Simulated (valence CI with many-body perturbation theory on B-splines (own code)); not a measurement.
Ni²²⁺: what the settings do

Computed by configuration interaction combined with many-body perturbation theory (CI+MBPT): four valence electrons over a frozen Dirac-Fock core [He], radial functions for each j: 6 s, 6 p, 5 d, 3 f, 1 g, with the one-electron correlation potential Σ1 (screened to all orders), the two-electron term Σ2, the three-electron term Σ3, Breit, model QED; selected single and double excitations, second order for the rest, scaled by the run's own slope (own B-spline code, finite nucleus).

No measured spectrum was set against this ion. As an estimate, levels of excited configurations hold to 0.05 to 0.15 % of their energy, terms of the ground configuration to about 0.5 %.

The reference run has the lowest level 2s2.2p2 3P_0 and an ionisation energy of 2010.80 eV. Its largest variational space holds 11446 state functions.

Names give the largest LS component (configuration and term), which can be under half, so a name can repeat, a term be missing and a line seem to break the LS rules; names also repeat where a configuration has a term twice.

Changed runs:
A. scale of Σ1 1 → 0
B. lowest core n in screening and Σ2 1 → 2; orbitals per symmetry with explicit Σ2 and valence Breit (the others get mean screening factors) 5 → 7
C. cutoff of virtual states (hartree) 1568 → 38000
D. factor on the speed of light 1 → 0.9 (bad on purpose)

Excitation energies of the reference run in cm⁻¹, and shifts in cm⁻¹:

```
                 Level  Reference      A       C       D
          2s2.2p2 3P_1     109674   -146     +14  +34109
          2s2.2p2 3P_2     161952   -169     +16  +37359
          2s2.2p2 1D_2     324794   -293     +29  +68122
          2s2.2p2 1S_0     465301   -262     +33  +69834
          2s.2p3 5S°_2     585795  +1187    +120  +63954
          2s.2p3 3D°_1     894309  +1202    +119  +55507
          2s.2p3 3D°_2     899881  +1172    +121  +64332
          2s.2p3 3D°_3     941132  +1112    +128  +77611
          2s.2p3 3P°_0    1064920  +1094    +128  +79279
          2s.2p3 3P°_1    1078700  +1077    +130  +84029
          2s.2p3 3P°_2    1105080  +1044    +134  +90980
          2s.2p3 3S°_1    1251180  +1162    +127  +71500
Ionisation energy (eV)    2010.80  -0.31  +0.011   +4.53
```

Run B: It gave no result: the setting left no core shell for the response of the core. The program said: "need at least one array to concatenate".
